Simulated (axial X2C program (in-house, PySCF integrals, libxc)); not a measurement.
## OGaO: properties at the nuclei

Calculated with an in-house all-electron X2C program for linear molecules (integrals from PySCF): two-component X2C with atomic mean-field Coulomb and Gaunt terms, Gaussian nuclei, basis O dyall-av3z, Ga dyall-v3z with contracted cores.

O–Ga–O held linear, with bonds 1.677 and 1.677 Å (near the PBE0 minimum at charge 0 of the determinant lowest at the starting distance; the state shown can have its own minimum elsewhere, held linear; other orders of the atoms were not compared).

Determinant lowest in the PBE0 search, Ω = 3/2 (⟨Sz⟩ = 0.50, ⟨Lz⟩ = 1.00 at PBE0), spin on the atoms O 0.30, Ga -0.10, O 0.30:

```tsv
level	A∥/gI O (MHz)	qzz O (a.u.)	A∥/gI Ga (MHz)	qzz Ga (a.u.)
PBE0	125	0.43	-98.4	-3.75
HF	208	0.00	-457	-4.24
PBE	109	0.52	-37.7	-3.29
```

A∥ (defined per Ω) follows by multiplying with gI = μI/(I μN); qzz is the electric field gradient, eQq0 = 234.96 MHz × Q/barn × qzz. The operators were transformed with the bare-nucleus X2C matrices; with these basis sets, hyperfine constants and field gradients can be off by tens of per cent, and where levels differ in sign neither size nor sign is settled.

Task: With gI(17O) = -0.7575, Q(69Ga) = 0.171 barn (g factors from the IAEA table of nuclear moments by Stone; Q from Pyykkö, Mol. Phys. 2018), turn the PBE0 values of the first state into constants in MHz.

Result: A∥(17O) = 125 × -0.7575 = -94.7 MHz; eQq0(69Ga) = 234.96 × (0.171) × (-3.75) = -151 MHz.

The molecule was held linear; bending was not examined, so a bent shape may lie lower.

Each state is one determinant with collinear spin. Unrestricted Hartree–Fock can overshoot spin polarisation at the nuclei. At HF a later determinant lies lower. The search compared states at one distance, so a state with another bond length can lie lower. Further determinants of the search, some of them spin-mixed, are not shown. Where a field gradient or hyperfine factor spreads by more than a factor of two over the levels, a constant derived from it is not to be relied on.
